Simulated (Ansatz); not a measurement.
```yaml
crystal:
  periodic: [false, false, false]
  atoms:
    - {symbol: C, position_ang: [-5.494652, -0.058514, -0.642433]}
    - {symbol: C, position_ang: [-2.999262, 0.654597, -2.021787]}
    - {symbol: Al, position_ang: [0.831074, 0.114694, -0.166984]}
    - {symbol: C, position_ang: [0.996108, -1.509494, 3.814873]}
    - {symbol: C, position_ang: [4.411344, 1.194163, -2.294139]}
    - {symbol: H, position_ang: [-7.661729, 0.234048, -1.622107]}
    - {symbol: H, position_ang: [-5.495718, -0.981120, 1.567066]}
    - {symbol: H, position_ang: [-3.240639, 1.568175, -4.229466]}
    - {symbol: H, position_ang: [2.812653, -3.073319, 4.047964]}
    - {symbol: H, position_ang: [-1.026453, -2.622063, 4.488010]}
    - {symbol: H, position_ang: [1.406174, 0.246553, 5.417183]}
    - {symbol: H, position_ang: [4.992306, -0.531772, -3.877207]}
    - {symbol: H, position_ang: [4.129106, 3.215731, -3.570650]}
    - {symbol: H, position_ang: [6.310649, 1.483864, -0.847406]}
basis:
  gaussian: {orbitals: def2-mTZVPP}
magnetization: {spin_polarized: true, initial_magnetization: 0}
hamiltonian: {xc: {name: B2GP-PLYP}}
```

```sh
$ ansatz run in.yaml --threads 4 --pin off --events-out ev --progress --plain --max-ram 10444MiB
```

Output, abridged:

```
Functional definition: B2GP-PLYP
1322 factors; integrals over basis functions are off by at most 5.4e-4 eV
mean field evaluation 1: about -10800.6035 eV, gradient 2.5e1 eV
mean field evaluation 2: about -10800.6475 eV, gradient 2.5e1 eV
mean field evaluation 4: about -10710.4245 eV, gradient 1.0e2 eV
mean field evaluation 8: about -10811.0154 eV, gradient 8.1e-1 eV
mean field evaluation 16: about -10825.1701 eV, gradient 4.0e0 eV
mean field evaluation 32: about -10826.3094 eV, gradient 1.4e-1 eV
mean field evaluation 96: about -10826.6439 eV, gradient 3.0e-8 eV
mean field -10826.81248156 eV, -397.8780200201 hartree, gradient 4.0e-6 eV, S^2 8.026159; 16 other end points of the search recorded, 0 dependent functions left out
9 core orbitals not correlated: weight in the atoms' cores, before any rotation towards them, 1.000 or more for the frozen orbitals, at most 0.000 for the correlated occupied ones
reference -10826.81272986 eV, -397.8780291451 hartree; 14, 14 occupied and 120, 120 virtual orbitals, 1322 factors
second order -9.03681449 eV of doubles, -0.00000000 eV of singles
Total energy: -10830.06598308 eV, -397.9975839958 hartree
```

**Question.** Something in this input is off. What?

**Answer.** The geometry is stretched to more than twice its size. The calculation finished and met its thresholds. The result belongs to that input, not to the molecule as meant.
